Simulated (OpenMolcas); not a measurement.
**neutral zirconium: the spin-orbit constant, thermal populations, Racah parameters, worked from levels**

```yaml
Program: OpenMolcas
Basis: ANO-RCC-VTZP [7s6p4d2f1g]
Scalar_Hamiltonian: DKH2, point nucleus
Active_space: 2 electrons in 5 orbitals (4d)
State_averaging: 2S+1 = 3 even, 10 roots; 2S+1 = 1 even, 15 roots
Spin-orbit_coupling: state interaction with AMFI integrals over the reference wave functions, term energies averaged over their components
```

Methods: CASSCF; SS-CASPT2, IPEA 0.25 Eh, imaginary shift 0.1 Eh (closed shells correlated: 4s 4p 5s). Measured levels: NIST Handbook of Basic Atomic Spectroscopic Data.

**The spin-orbit constant.** For the Hund term ³F of d2, E(J) = (A/2) J(J+1) + constant and ζ = 2S·A = 2A. From J = 2 to J = 4 the energy changes by 7 A.

```
   Source  E(4) - E(2)      A    ζ
   CASSCF       1304.2  186.3  373
SS-CASPT2       1328.7  189.8  380
 measured       1240.8  177.3  355
```

All in cm-1. SS-CASPT2 is off by +7.1 % and CASSCF by +5.1 %. Both methods take the spin-orbit matrix elements from the reference wave functions, so the second can move ζ only through the term energies and any multistate remixing. Second-order mixing with other terms is absorbed into this ζ.

**Thermal populations.** Z = Σ (2J + 1) exp(-E/kT) with k = 0.695035 cm-1/K, over the levels below. No other level of either list lies under 4140 cm-1, which is above 7 kT at each temperature.

| Level | 2J + 1 | SS-CASPT2 | measured |
| --- | --- | --- | --- |
| 4d² 5s² ³F₂ | 5 | 0.0 | 0.0 |
| 4d² 5s² ³F₃ | 7 | 613 | 570 |
| 4d² 5s² ³F₄ | 9 | 1329 | 1241 |

```
T (K)  Z, SS-CASPT2  Z, measured levels  Ground level (%), SS-CASPT2  Ground level (%), measured levels
  300         5.385               5.478                         92.8                               91.3
```

At 300 K, kT = 209 cm-1, and the computed levels give Z = 5.000 + 0.370 + 0.015 = 5.385.

**Racah parameters.** Above ³F, d2 has ³P at 15B, ¹G at 12B + 2C and ¹D at 5B + 2C. The first two fix B and C, and the third tests them; where it misses by thousands of cm-1, two parameters do not describe the configuration (Trees and configuration-interaction terms are left out) and B and C hang on the terms chosen. Term energies are centres of gravity, weighted by 2J + 1.

| Source | ³P | ¹G | B | C | C/B | ¹D from B, C | ¹D found |
| --- | --- | --- | --- | --- | --- | --- | --- |
| CASSCF | 9055 | 11681 | 604 | 2218 | 3.67 | 7456 | 7495 |
| SS-CASPT2 | 6861 | 9064 | 457 | 1788 | 3.91 | 5861 | 3982 |

Energies in cm-1. From CASSCF to SS-CASPT2, B changes by -24.3 % and C by -19.4 %.

CASPT2 breaks the degeneracy within a term, and the mean is taken; among the terms shown or strongly mixed into the levels shown the widest spread is 760 cm-1 (4d² 5s² ¹G, SS-CASPT2). With the s shell closed, the reference lacks s² → p², s² → d² and s → d mixing, so excited terms can stand far too high and out of order, with CASPT2 too. Without dynamic correlation excited terms often stand tens of per cent too high (terms of higher spin than the ground term too low), and those without a measured partner can miss by more than the paired ones (holds for CASSCF). Some terms miss by over 15 % even with CASPT2, which points to a basis or an active space too small for the shells correlated (holds for SS-CASPT2). Computed and measured levels are paired by configuration, term and J; levels that our copy of the source lacks, or whose pairing is in doubt (as where it misses far off the trend of its configuration), stay unpaired and out of the deviations. Levels of configurations outside the active space are missing.
